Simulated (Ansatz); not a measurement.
A series at Sn: from `[F][SnH]([F])[F]`, ligands are replaced one by one, each step taking up H₂ and setting free H–F; n counts the steps. Ansatz, PBE0-D4/def2-TZVP geometries.

CBS adds triple-zeta CCSD(T) − MP2 to the MP2 limit, frozen cores; atoms without spin–orbit coupling. Elements past krypton have def2 core potentials. Outer-core shells of Sn are correlated without core-valence functions. Spin–orbit coupling is left out.

```json
{"n": "0", "molecule": "`[F][SnH]([F])[F]`", "atomization energy, CCSD(T)/CBS (kJ/mol)": "?"}
{"n": "1", "molecule": "`[F][SnH2][F]`", "atomization energy, CCSD(T)/CBS (kJ/mol)": "1451.4"}
{"n": "2", "molecule": "`[F][SnH3]`", "atomization energy, CCSD(T)/CBS (kJ/mol)": "1274.4"}
{"n": "3", "molecule": "`[SnH4]`", "atomization energy, CCSD(T)/CBS (kJ/mol)": "1104.7"}
```

Task: By hand: fit a straight line y = ȳ + b (n − n̄) to the 3 given rows and predict n = 0.

Result: n̄ = 2.000, ȳ = 1276.83; Σ(n − n̄)(y − ȳ) = -346.70, Σ(n − n̄)² = 2.000, so b = -173.35 kJ/mol a step. Prediction: 1276.83 + (-173.35) × (-2.000) = 1623.5 kJ/mol.

Task: By hand: compare with the computed value, 1617.4 kJ/mol, and give the steps along the whole series.

Result: The line misses by -6.1 kJ/mol (computed minus predicted). Steps: -166.0, -177.0, -169.7 kJ/mol.

The steps differ by at most 11.0 kJ/mol, 6 % of a mean step, so the ligands' effects nearly add and a line is close. The miss is 1.2 % of the series' range. The energies themselves are unsure by some kJ/mol a bond, though much of that is common to the series.
